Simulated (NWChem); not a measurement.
# CCl$_{2}$, singlet; SMILES Cl[C]Cl

```xyz
3

Cl     1.3947     0.0000    -0.1592
C      0.0000     0.0000     0.8267
Cl    -1.3947     0.0000    -0.1592
```
Atoms are numbered in this order, from 1.

Level: PBE0-D3(BJ)/def2-TZVP (NWChem), optimised geometry, unscaled harmonic frequencies. Low-valent species are run as closed-shell singlets; no triplet was tried in these runs.

**Question.** List the harmonic frequencies with IR intensities, and the thermochemistry.

**Answer.** 
```csv
frequency (cm⁻¹),IR intensity (km/mol)
342,0.4
742,30.1
793,361.2
```

| Item | Result |
|---|---|
| zero-point energy | 2.7 kcal/mol |
| thermal correction to the enthalpy at 298.15 K (with zero-point energy) | 5.4 kcal/mol |
| heat capacity Cv | 9.0 cal/(mol K) |
| entropy at 298.15 K and 1 atm (symmetry number 2) | 63.1 cal/(mol K) |
| dipole moment | 1.22 D |

Rigid rotor and harmonic oscillator.
